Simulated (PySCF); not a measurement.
Computed IR spectrum (relative IR intensity) of a molecule C₃H₈Si₂. The structure is a stationary point at B3LYP-D3(BJ)/def2-SVP. Other conformers were not sampled. Method: PySCF 2.14.0 with B3LYP-D3(BJ)/def2-SVP. Frequencies are harmonic and unscaled.

Lines under 2 % of the strongest are left out, and lines within 2 cm⁻¹ are merged.

ν (cm⁻¹): 353 (w), 434 (vw), 593 (w), 626 (w), 658 (m), 694 (m), 711 (s), 779 (s), 831 (m), 913 (m), 939 (vs), 943 (s), 1074 (vw), 1121 (vw), 1402 (vw), 1424 (vw), 2196 (s), 2208 (s), 2217 (m), 2223 (vs), 3016 (w), 3091 (w), 3107 (w), 3203 (w) (against the strongest line: vs over 80 %, s over 45 %, m over 15 %, w over 4 %, vw less)

Q: Identify the compound among the candidates.
A) [SiH3][Si@H]1C=CC1
B) C[Si@@H]1C=C[SiH2]1
C) CC#C[SiH2][SiH3]
D) C=C1C[SiH2][SiH2]1

A: D, C=C1C[SiH2][SiH2]1
